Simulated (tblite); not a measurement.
Question: What does the GFN2-xTB structure of `C[C@H]([SiH3])CC(F)(F)F` look like in three dimensions?

Answer: 
```xyz
17
C4H9F3Si angstrom
C      1.2844    1.3843    0.5782
C      0.4092    0.1375    0.4661
Si     1.2386   -1.1901   -0.6457
C     -0.9746    0.5602   -0.0323
C     -1.9510   -0.5891   -0.1138
F     -1.7099   -1.4079   -1.1524
F     -3.2171   -0.1606   -0.2696
F     -1.9514   -1.3617    0.9827
H      0.8233    2.1290    1.2266
H      2.2564    1.1305    0.9922
H      1.4391    1.8345   -0.4002
H      0.2842   -0.2748    1.4725
H      1.0672   -0.7801   -2.0397
H      2.6601   -1.1994   -0.2961
H      0.6588   -2.5029   -0.3878
H     -0.9099    0.9988   -1.0306
H     -1.4144    1.3038    0.6400
```

Orientation and origin are arbitrary. Atoms count from 1 in this order. Si3 (SiH3 silicon) is tetrahedral (angles from 106.6° to 112.0°). The 3 C–C bonds span 1.510 Å (C4–C5, drawn single) to 1.530 Å (C2–C4, drawn single), a spread of 0.020 Å. Of the pairs four or more bonds apart, Si3···F6 is among the closest relative to their van der Waals radii: 3.00 Å, 84 % of the sum of Bondi's values.

Bonds between heavy atoms (Å): C1–C2 1.527, C2–Si3 1.920, C2–C4 1.530, C4–C5 1.510, C5–F6 1.344, C5–F7 1.346, C5–F8 1.341.

Computed geometry: GFN2-xTB, gas phase.

Point group: C1 (no symmetry element, even within 0.4 Å). Its GFN2-xTB frequencies are all real (lowest 37 cm⁻¹). One conformer, not necessarily the lowest (C1–C2–C4–C5 -177°). 3 starts were optimised and ended at 0.00, 0.00 and 0.52 kcal/mol (GFN2-xTB); the lowest of these is shown.
